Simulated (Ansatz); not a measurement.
Basis-set extrapolation for `CB[SiH](C)F` (PBE0-D4/def2-TZVP geometry, frozen core, Ansatz). Multiplicity 1, RHF reference.

```tsv
	def2-TZVPP	def2-QZVPP
HF	-493.605072	-493.624068
MP2 correlation	-0.824116	-0.886698
CCSD(T) correlation	-0.908561	not run
```

Energies in hartree. Use E(X) = E(∞) + A·exp(−7.88·√X) for Hartree–Fock and E(X) = E(∞) + B·X^(−2.97) for correlation, with X = 3 and 4, and add CCSD(T) minus MP2 of the smaller set to the MP2 limit.

**Question.** What is the CCSD(T) energy at the basis-set limit?

**Answer.** HF limit: -493.624068 + (-0.018996) × 0.13774 = -493.62668. MP2 limit: -0.886698 + (-0.062582) × 0.74074 = -0.93305. Higher-order term: -0.908561 − (-0.824116) = -0.08444. Total: -494.64417 hartree, 3.55 eV below CCSD(T)/def2-TZVPP.
